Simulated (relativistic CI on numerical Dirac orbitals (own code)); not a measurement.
**Cr+ in a cubic cluster: L2,3 absorption with charge transfer**

Computed with a charge-transfer multiplet model of a cubic metal-ligand cluster with up to 3 ligand holes, Slater and spin-orbit integrals from Dirac-Coulomb-Breit ions, Slater integrals scaled by 0.8. The parameters are those of a tetrahedral site (10Dq negative, t2 hopping the larger). The ground state mixes d5 with configurations of k ligand holes L, whose averages lie at kΔ + k(k − 1)U_dd/2; a core hole lowers each added d electron by U_cd. 20 K, Lorentzian 0.4 eV and Gaussian 0.3 eV FWHM.

Atomic integrals in eV (Slater integrals scaled, ζ unscaled), ground: F2dd 6.636, F4dd 4.082, zeta_d 0.022; with the core hole: F2dd 7.386, F4dd 4.554, zeta_d 0.034, zeta_core 5.628, F2cd 4.152, G1cd 2.980, G3cd 1.690.

Cluster parameters (eV): Δ = 8.8, U_cd = 8.5, 10Dq = -0.1, 10Dq(ligand) = 0, V(eg) = 0.65, V(t2g) = -1.1, final-state hopping factor = 1.

| Case | n_d | d5 | d6L | d7L2 | d8L3 | S |
| --- | --- | --- | --- | --- | --- | --- |
| U_dd = 6 eV | 5.04 | 0.96 | 0.04 | 0.00 | 0.00 | 2.50 |
| U_dd = 6.7 eV | 5.04 | 0.96 | 0.04 | 0.00 | 0.00 | 2.50 |
| U_dd = 7.4 eV | 5.04 | 0.96 | 0.04 | 0.00 | 0.00 | 2.50 |

Weights, n_d and S are thermal averages at 20 K. Photon energies count from the first peak over 30 % of the highest in each spectrum, which can be another peak from case to case. The parameters are a model scan and need not match a compound or its usual spin state. Peaks in eV (height, largest 100):
- U_dd = 6 eV: 0.0 (100), 0.9 (40), 2.9 (12), 8.5 (19), 9.8 (27)
- U_dd = 6.7 eV: 0.0 (100), 1.0 (40), 3.0 (12), 8.5 (19), 9.9 (27)
- U_dd = 7.4 eV: 0.0 (100), 1.0 (40), 3.0 (12), 8.6 (19), 9.9 (26)

For the case U_dd = 6.7 eV, Δ = 8.8 eV is larger than U_dd = 6.7 eV, the Mott-Hubbard side of the Zaanen-Sawatzky-Allen scheme. With the core hole the configuration with one ligand hole lies at Δ + U_dd − U_cd = 6.3, 7.0, 7.7 eV from the one without, in the order of the table; where this is negative the screened configuration lies lower.
